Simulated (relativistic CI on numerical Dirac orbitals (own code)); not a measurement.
**Sn XXXVI: computed level list**

Method of calculation: Dirac-Coulomb-Breit CI, KLI orbitals optimised for each configuration, a model potential for QED, unscaled Slater integrals (own radial code, finite nucleus).

Configuration list (outside the closed core [Ne]): 3s2.3p3, 3s.3p4, 3s2.3p2.3d, 3p5, 3s.3p3.3d, 3p4.3d, 3s.3p2.3d2, 3s2.3p.3d.4p, 3p4.4s, 3s.3p2.3d.4s, 3p4.4p, 3s2.3p2.4s, 3s2.3p.3d2, 3s2.3d3, 3s.3p.3d3, 3s2.3d2.4s, 3p3.3d2, 3p2.3d3, 3p2.3d2.4s, 3s2.3p.3d.4s, 3s.3p.3d2.4s, 3s2.3d.4s2, 3s.3p2.3d.4p, 3s.3p.3d2.4p, 3p2.3d2.4p, 3s.3p.3d.4s.4p. Double excitations out of closed p, d and f shells are left out; levels of such configurations are missing from the list, as are those of other unlisted configurations, and high levels can miss mixing partners.

The lowest level is 3s2.3p3 2P°_3/2, with 41 % of that term; Hund's rules for 3s2.3p3 give 4S° with J = 3/2, of which the calculation keeps J, while another term leads.

| No. | Configuration | Term | J | E (cm⁻¹) | % | Landé g |
| --- | --- | --- | --- | --- | --- | --- |
| 1 | 3s2.3p3 | 2P° | 3/2 | 0 | 41 | 1.432 |
| 2 | 3s2.3p3 | 4S° | 3/2 | 385436 | 50 | 1.415 |
| 3 | 3s2.3p3 | 2D° | 5/2 | 446550 | 98 | 1.195 |
| 4 | 3s2.3p3 | 2P° | 1/2 | 520227 | 98 | 0.659 |
| 5 | 3s2.3p3 | 2P° | 3/2 | 912289 | 55 | 1.273 |
| 6 | 3p2(3P).3d | 4F | 3/2 | 1099653 | 35 | 0.827 |
| 7 | 3s.3p4(3P) | 4P | 5/2 | 1114444 | 63 | 1.486 |
| 8 | 3p2(3P).3d | 4F | 5/2 | 1291257 | 28 | 1.202 |
| 9 | 3s.3p4(3P) | 4P | 1/2 | 1293422 | 42 | 2.279 |
| 10 | 3s.3p4(3P) | 4P | 3/2 | 1310129 | 29 | 1.158 |
| 11 | 3p2(3P).3d | 4D | 3/2 | 1490248 | 29 | 0.955 |
| 12 | 3p2(1D).3d | 2F | 5/2 | 1490790 | 46 | 0.976 |
| 13 | 3p2(3P).3d | 4D | 1/2 | 1497876 | 72 | 0.269 |
| 14 | 3s.3p4(3P) | 4P | 3/2 | 1521587 | 40 | 1.436 |
| 15 | 3p2(3P).3d | 4F | 7/2 | 1546937 | 36 | 1.093 |
| 16 | 3s.3p4(1D) | 2D | 5/2 | 1583529 | 32 | 1.194 |
| 17 | 3p2(3P).3d | 4D | 7/2 | 1593598 | 47 | 1.307 |
| 18 | 3p2(3P).3d | 4F | 9/2 | 1655876 | 50 | 1.218 |
| 19 | 3p2(3P).3d | 4P | 5/2 | 1681666 | 37 | 1.308 |
| 20 | 3p2(1D).3d | 2P | 1/2 | 1695732 | 29 | 1.255 |
| 21 | 3p2(3P).3d | 4D | 3/2 | 1708610 | 37 | 1.156 |
| 22 | 3p2(3P).3d | 4P | 3/2 | 1725811 | 27 | 1.276 |
| 23 | 3p2(3P).3d | 4D | 5/2 | 1766717 | 36 | 1.189 |
| 24 | 3p2(1D).3d | 2S | 1/2 | 1767431 | 34 | 1.915 |
| 25 | 3p2(1D).3d | 2G | 7/2 | 1769362 | 43 | 1.065 |
| 26 | 3p2(3P).3d | 2D | 3/2 | 1831059 | 49 | 1.028 |
| 27 | 3p2(3P).3d | 2D | 5/2 | 1838809 | 42 | 1.184 |
| 28 | 3s.3p4(3P) | 2P | 3/2 | 1874582 | 36 | 1.176 |
| 29 | 3p2(1D).3d | 2P | 1/2 | 1922286 | 58 | 1.142 |
| 30 | 3p2(1D).3d | 2F | 7/2 | 2052547 | 47 | 1.257 |
| 31 | 3p2(1D).3d | 2P | 1/2 | 2055071 | 44 | 1.247 |
| 32 | 3p2(1D).3d | 2G | 9/2 | 2077578 | 49 | 1.217 |
| 33 | 3p2(3P).3d | 4P | 1/2 | 2108439 | 34 | 1.550 |
| 34 | 3p2(1D).3d | 2D | 5/2 | 2108991 | 33 | 1.199 |
| 35 | 3p2(1D).3d | 2D | 3/2 | 2113149 | 33 | 1.154 |
| 36 | 3p2(3P).3d | 2F | 7/2 | 2139704 | 72 | 1.094 |
| 37 | 3p2(1S).3d | 2D | 3/2 | 2216528 | 54 | 0.975 |
| 38 | 3s.3p3(4S°)<5S°>.3d | 6D° | 5/2 | 2217869 | 40 | 1.382 |
| 39 | 3s.3p3(4S°)<5S°>.3d | 6D° | 3/2 | 2225220 | 49 | 1.498 |
| 40 | 3p2(1S).3d | 2D | 5/2 | 2226258 | 81 | 1.203 |
| 41 | 3s.3p3(4S°)<5S°>.3d | 6D° | 1/2 | 2226467 | 58 | 2.839 |
| 42 | 3s.3p3(4S°)<5S°>.3d | 6D° | 7/2 | 2240773 | 44 | 1.408 |
| 43 | 3s.3p3(4S°)<5S°>.3d | 6D° | 9/2 | 2316979 | 58 | 1.439 |
| 44 | 3p2(3P).3d | 2D | 3/2 | 2317627 | 55 | 1.070 |
| 45 | 3s.3p3(2D°)<3D°>.3d | 4F° | 3/2 | 2329948 | 37 | 0.895 |
| 46 | 3p2(3P).3d | 2D | 5/2 | 2344464 | 53 | 1.124 |
| 47 | 3s.3p4(3P) | 2P | 1/2 | 2390730 | 28 | 1.639 |
| 48 | 3s.3p3(2D°)<3D°>.3d | 4D° | 5/2 | 2391943 | 33 | 1.391 |
| 49 | 3s.3p3(2D°)<3D°>.3d | 2P° | 3/2 | 2403749 | 37 | 1.282 |
| 50 | 3s.3p3(2D°)<3D°>.3d | 4G° | 5/2 | 2441250 | 37 | 0.825 |
| 51 | 3s.3p3(2D°)<3D°>.3d | 4D° | 1/2 | 2460462 | 50 | 0.596 |
| 52 | 3s.3p3(2P°)<3P°>.3d | 2F° | 7/2 | 2476408 | 29 | 1.229 |
| 53 | 3s.3p3(2D°)<3D°>.3d | 4G° | 7/2 | 2544409 | 30 | 1.131 |
| 54 | 3s.3p3(4S°)<5S°>.3d | 4D° | 1/2 | 2550791 | 67 | 0.450 |
| 55 | 3s.3p3(2D°)<3D°>.3d | 4D° | 3/2 | 2561568 | 46 | 1.146 |
| 56 | 3s.3p3(2D°)<3D°>.3d | 4F° | 5/2 | 2573701 | 48 | 1.135 |
| 57 | 3s.3p3(4S°)<5S°>.3d | 6D° | 1/2 | 2591552 | 25 | 1.786 |
| 58 | 3s.3p3(2P°)<3P°>.3d | 4D° | 3/2 | 2612104 | 38 | 1.391 |
| 59 | 3s.3p3(2D°)<3D°>.3d | 4D° | 5/2 | 2612598 | 22 | 1.153 |
| 60 | 3s.3p3(2D°)<3D°>.3d | 4F° | 7/2 | 2616048 | 51 | 1.274 |
| 61 | 3p.3d2(3F) | 4G° | 5/2 | 2657093 | 43 | 0.805 |
| 62 | 3s.3p3(2D°)<3D°>.3d | 4D° | 7/2 | 2673345 | 52 | 1.298 |
| 63 | 3p5 | 2P° | 3/2 | 2675151 | 23 | 1.214 |
| 64 | 3s.3p3(2D°)<3D°>.3d | 4G° | 9/2 | 2679035 | 40 | 1.246 |
| 65 | 3s.3p3(2D°)<3D°>.3d | 4F° | 9/2 | 2728998 | 46 | 1.299 |
| 66 | 3s.3p3(2D°)<3D°>.3d | 2P° | 1/2 | 2750650 | 38 | 0.615 |
| 67 | 3s.3p3(2D°)<3D°>.3d | 2P° | 1/2 | 2771805 | 32 | 0.670 |
| 68 | 3s.3p3(2D°)<3D°>.3d | 4P° | 5/2 | 2780995 | 31 | 1.338 |
| 69 | 3s.3p3(2D°)<3D°>.3d | 2G° | 9/2 | 2785496 | 52 | 1.172 |
| 70 | 3s.3p3(2P°)<3P°>.3d | 4F° | 3/2 | 2791173 | 24 | 0.994 |

Energies count from the lowest computed level; ° marks odd parity. Percentages are summed over parent terms; the parents shown are those of the largest component, closed shells are left out there, and <> holds an intermediate term.

The mean weight of the leading LS term, summed over parents, in these 70 levels is 44 %, and that of the leading jj configuration (from the same eigenvectors) 69 %, so jj coupling describes them better and the LS labels are nominal.

At this charge energies of transitions that change n are usually good to better than 1 %, and those within a shell (Δn = 0) to a few per cent.

LS names give the leading component of a level, which can be under half, so a name can repeat, a term be missing and a line seem to break the LS rules.
